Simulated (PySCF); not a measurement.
H4O2S2Si. Atoms are numbered in the order given.

```xyz
9

O      1.5017    -0.8706     0.7635
Si     0.1780    -0.3266    -0.0633
O     -0.1518    -1.4857    -1.2023
S     -1.6172    -0.0924     1.0924
S      0.6951     1.6105    -0.8088
H      1.5138    -1.8174     0.9559
H     -0.8716    -1.3118    -1.8206
H     -1.1648     0.9935     1.7606
H      1.9862     1.2702    -1.0366
```
Charge 0, spin multiplicity 1.

The structure is a stationary point at B3LYP-D3(BJ)/def2-SVP. The values are those of a single conformer.

Method: CAM-B3LYP/def2-TZVP in PySCF.

Isolated molecule, no solvent.

- total energy = -1238.99025 hartree
- highest occupied level = -9.07 eV
- lowest empty level = 1.04 eV
- orbital gap = 10.11 eV
- dipole moment = 0.173 e·Å
- quadrupole, principal values (traceless, Buckingham form, about the centre of nuclear charge) = -2.69, 0.27, 2.42 D·Å
- mean static polarisability = 66.4 bohr³ (9.83 Å³)
- polarisability, principal values = 55.9, 65.4, 77.8 bohr³
